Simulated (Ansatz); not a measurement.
`NB(Cl)[O][GeH3]` + HCl → `NB(Cl)Cl` + `[OH][GeH3]` at 600 K and 1 bar (ligand exchange at a B–O bond).

Calculated with Ansatz (gas phase, PBE0-D4/def2-TZVP geometries, no zero-point term in ΔE). CCSD(T)/CBS adds triple-zeta CCSD(T) − MP2 to the extrapolated MP2 energy (def2 sets, frozen cores). This one scheme is used for every species. For Ge outer-core shells are correlated without core-valence functions, which leaves a few kJ/mol of doubt a bond. Scalar relativity is left out up to krypton. Each species was taken in one conformer, which may not be the lowest.

```
          species  CCSD(T)/CBS energy (Eh)  H − E (kJ/mol)  S (J/(mol·K))
`NB(Cl)[O][GeH3]`              -2693.72389           224.2          467.8
              HCl               -460.38127            35.4          207.2
       `NB(Cl)Cl`              -1000.39362           129.9          352.8
     `[OH][GeH3]`              -2153.69723           132.5          324.6
```

H − E and S are ideal-gas, rigid-rotor, harmonic terms from PBE0-D4/def2-TZVP, for one conformer and one mirror image of each species. 1 Eh = 2625.50 kJ/mol, R = 8.31446 J/(mol·K).

Problem. By hand: ΔE, ΔH, ΔS and ΔG.

Solution. ΔE = (-1000.39362) + (-2153.69723) − (-2693.72389) − (-460.38127) = 0.01431 Eh = 37.6 kJ/mol. Δ(H − E) = 129.9 + 132.5 − 224.2 − 35.4 = 2.8, so ΔH = 40.4 kJ/mol. ΔS = 352.8 + 324.6 − 467.8 − 207.2 = 2.4 J/(mol·K). ΔG = 40.4 − 600 × (2.4)/1000 = 39.0 kJ/mol.

Problem. By hand: the equilibrium constant, and the temperature at which ΔG would vanish if ΔH and ΔS stayed fixed.

Solution. log₁₀ K = −ΔG/(RT ln 10) = -3.4. ΔG = 0 at ΔH/ΔS = 16833 K, far beyond where these terms or the molecules hold.

The number of gas molecules stays the same, so ΔS is small and ΔH decides. A doubt of 5 kJ/mol in ΔE shifts log₁₀ K by 0.4 here. Other conformers and mirror images would add mixing entropy, several J/(mol·K) or more a flexible species. Modes under 60 cm⁻¹, often nearly free rotors, make the harmonic entropy too high. These are equilibria of isolated gas molecules and say nothing of rates. Largest T1 diagnostic: 0.012 (customary marks: 0.02 for closed shells, 0.045 for open ones).
